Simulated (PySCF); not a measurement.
Compound: C3H11AsSi.
Z-matrix (Å and degrees, PBE0-D3(BJ)/def2-SVP geometry), rows numbered from 1:
```
C 
C   1  1.5232
C   2  1.5191  1  112.37
As  2  2.0033  1  108.81  3   129.25
Si  4  2.3706  2   99.66  1   -80.76
H   1  1.1024  2  111.37  3   -61.81
H   1  1.1026  2  110.55  3    57.31
H   1  1.1007  2  112.03  3   177.51
H   2  1.1039  1  108.55  3  -120.41
H   3  1.1001  2  112.14  1   179.78
H   3  1.1037  2  110.46  1   -59.86
H   3  1.1023  2  111.50  1    59.06
H   4  1.5278  2   96.36  1  -174.10
H   5  1.4950  4  107.61  2   178.59
H   5  1.4960  4  114.85  2   -60.76
H   5  1.4963  4  109.33  2    61.21
```

Computed, not measured: TDDFT CAM-B3LYP/def2-SVPD, vertical, gas phase, core orbitals frozen in the response in PySCF. The CAM-B3LYP/def2-SVPD calculation is non-relativistic and has no spin–orbit coupling, an omission that weighs most on arsenic.

Computed singlets:

```tsv
state	E (eV)	f
S1	5.86	0.028
S2	6.24	0.150
S3	6.45	0.107
S4	7.04	0.0033
S5	7.14	0.0004
S6	7.33	0.067
S7	7.42	0.102
S8	7.79	0.011
S9	7.85	0.099
S10	7.90	0.0023
```

Task: Build the mean polarisability up from these states and compare it with the full response value.

Result: Each state adds f / ΔE² (ΔE in hartree, 27.2114 eV).

```tsv
state	f/ΔE² (au)	running sum (au)	running share of α (%)
S1	0.60	0.60	0.6
S2	2.85	3.44	3.4
S3	1.91	5.35	5.3
S4	0.05	5.40	5.4
S5	0.01	5.41	5.4
S6	0.92	6.33	6.3
S7	1.37	7.69	7.7
S8	0.14	7.83	7.8
S9	1.18	9.02	9.0
S10	0.03	9.04	9.0
```

The full response gives 100.39 au (14.88 Å³), so 91.4 au comes from the higher roots of the same equations.

Task: By how much does the contribution of these states grow at 632.8 nm?

Result: With ω = 0.0720 hartree each state's term in the mean polarisability goes from f / ΔE² to f / (ΔE² − ω²); the sum over all 10 states goes from 9.04 to 9.89 au, a rise of 0.85 au.

The largest single term belongs to S2, which also has the largest f.

One conformer stands for the species.

Without π bonds the low states are Rydberg-like; a valence basis with one diffuse set may place them up to an eV too high.
